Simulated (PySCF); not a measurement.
# EPR parameters of C3H10NOSi

Species: C3H10NOSi (doublet state).
Cartesian coordinates in Å at the GFN2-xTB level; atoms count from 1:
```xyz
16
C3H10NOSi angstrom
C      2.9297   -0.2110    0.4035
C      1.6450    0.5002    0.2530
C      0.4051   -0.1618   -0.1935
O     -0.5631   -0.1379    0.8393
Si    -2.1569   -0.3907    0.7344
N     -2.8281    0.6389   -0.4819
H      3.7605    0.4084    0.0590
H      3.1325   -0.4441    1.4559
H      2.9274   -1.1463   -0.1523
H      1.5541    1.4927    0.6611
H     -0.0225    0.3521   -1.0697
H      0.5966   -1.2041   -0.4759
H     -2.5163   -1.7314    0.2678
H     -2.5009   -0.1296    2.1285
H     -2.5622    1.6120   -0.4781
H     -3.8086    0.5615   -0.6950
```

The hyperfine couplings belong to this conformer and change with its torsions.

As a line formula: `C([CH]C)O[SiH2]N` [radical].

Theory: UKS B3LYP, pcH-1 on C H N O Si, non-relativistic, mean-field spin-orbit, GIAO (PySCF 2.14.0). The structure is a single GFN2-xTB conformer in the gas phase; no vibrational or solvent corrections. A GFN2-xTB geometry isn't a minimum of the functional, and hyperfine couplings can be far from their values at a DFT geometry. The SCF solution wasn't tested for stability.

| Item | Value |
| --- | --- |
| g1, g2, g3 | 2.00213, 2.00254, 2.00279 |
| g_iso | 2.00249 |
| Form of g | rhombic: the two nearest values differ by 38 % of g3 − g1 |
| ⟨S²⟩ | 0.7538 (exact 0.7500) |
| α and β electrons | 29, 28 |
| Total energy | -539.83780 Eh |

Isotropic coupling and dipolar principal values T1 to T3, in MHz:

| atom | isotope | a_iso | of which spin–orbit | T1 | T2 | T3 | Mulliken spin population |
| --- | --- | --- | --- | --- | --- | --- | --- |
| C1 | 13C | -31.7 | 0.0 | -2.7 | 0.3 | 2.4 | -0.09 |
| C2 | 13C | 95.7 | -0.1 | -81.5 | -80.4 | 161.9 | 1.02 |
| C3 | 13C | -20.6 | 0.0 | -2.0 | -0.2 | 2.2 | -0.06 |
| O4 | 17O | -64.5 | 0.0 | -10.9 | 5.0 | 5.9 | 0.02 |
| Si5 | 29Si | -6.0 | 0.0 | -3.1 | 1.5 | 1.6 | 0.01 |
| N6 | 14N | 0.6 | 0.0 | -0.2 | -0.1 | 0.3 | 0.00 |
| H7 | 1H | 78.0 | 0.0 | -5.2 | -4.4 | 9.6 | 0.03 |
| H8 | 1H | 153.3 | 0.0 | -5.6 | -3.0 | 8.6 | 0.06 |
| H9 | 1H | 10.9 | 0.0 | -4.8 | -4.2 | 9.0 | 0.00 |
| H10 | 1H | -60.8 | 0.0 | -38.0 | -1.3 | 39.3 | -0.04 |
| H11 | 1H | 87.9 | 0.0 | -7.0 | -2.6 | 9.6 | 0.03 |
| H12 | 1H | 7.9 | 0.0 | -5.8 | -4.2 | 10.0 | 0.00 |
| H13 | 1H | 0.5 | 0.0 | -0.8 | -0.7 | 1.6 | 0.00 |
| H14 | 1H | 3.2 | 0.0 | -1.0 | -0.7 | 1.7 | 0.00 |
| H15 | 1H | -0.1 | 0.0 | -1.0 | -0.7 | 1.7 | 0.00 |
| H16 | 1H | 0.9 | 0.0 | -0.6 | -0.5 | 1.1 | 0.00 |

Largest spin populations (Mulliken): C2 (+1.02), C1 (-0.09), H8 (+0.06) and C3 (-0.06). No atom but C2 exceeds +0.15. The positive populations add up to 1.19 and the negative ones to -0.19, together 2S = 1. The angles at C2 add up to 358.9°, so it is planar; its axial dipolar tensor and the negative coupling of its proton fit spin in a p orbital normal to that plane.

Axes: g3 points within 14° of the C2–C3 bond.

Under fast tumbling the dipolar parts average out, and these isotropic splittings remain: 3 × 1H (H7/H8/H9, I = 1/2, 4 lines) with 2.88 mT, 1 × 1H (H10, I = 1/2, 2 lines) with 2.17 mT, 2 × 1H (H11/H12, I = 1/2, 3 lines) with 1.71 mT and 2 × 1H (H13/H14, I = 1/2, 3 lines) with 0.07 mT.

Means are taken over nuclei equivalent by connectivity, which assumes that they swap fast. The three 1H nuclei of mean +80.7 MHz run from 10.9 to 153.3 MHz in the frozen geometry. The 1H value of +47.9 MHz is a mean of couplings from 7.9 to 87.9 MHz in this one geometry, not an average over conformers.

The 13C coupling of C2 (95.7 MHz) shows only in satellite lines or after enrichment, since that isotope makes up about 1.07 % of natural carbon.

The 17O coupling of O4 (-64.5 MHz) shows only in satellite lines or after enrichment, since that isotope makes up about 0.038 % of natural oxygen.

Examples of negative spin density at the nucleus (bohr⁻³): C1 (-0.0282), C3 (-0.0183) and H10 (-0.0136).

Time: 59 s of wall time (with the writing of density and orbital grids); peak memory 0.91 GiB. Hardware: an Arm Neoverse V1 with one thread, no GPU, shared host with 32 logical CPUs at a one-minute load of 21.
